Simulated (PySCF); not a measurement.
Problem. Give a PBE0-D3(BJ)/def2-SVP geometry of CF3CH2CO2H (`FC(F)(CC(O)=O)F`).

Solution. 
Z-matrix in Å and degrees, rows numbered from 1:
```
O 
C   1  1.1993
O   2  1.3349  1  123.53
C   2  1.5105  1  124.30  3   178.82
C   4  1.5127  2  114.46  1   121.81
F   5  1.3358  4  110.03  2  -170.33
F   5  1.3359  4  111.15  2   -51.14
F   5  1.3306  4  112.53  2    69.74
H   3  0.9703  2  106.75  1    -1.93
H   4  1.1000  2  109.54  1  -117.41
H   4  1.0962  2  107.86  1     1.19
```

Of the pairs four or more bonds apart, O3···F8 is among the closest relative to their van der Waals radii: 2.83 Å, 95 % of the sum of Bondi's values. The 2 C–O bonds span 1.199 Å (O1=C2, drawn double) to 1.335 Å (C2–O3, drawn single), a spread of 0.136 Å.

Level of theory: PySCF, PBE0-D3(BJ)/def2-SVP geometry optimisation, gas phase.

Point group: C1 (no symmetry element, even within 0.4 Å). Whether it is a minimum is left open (no frequencies). One conformer, not necessarily the lowest (O1–C2–O3–H -2°, O1–C2–C4–C5 122°).
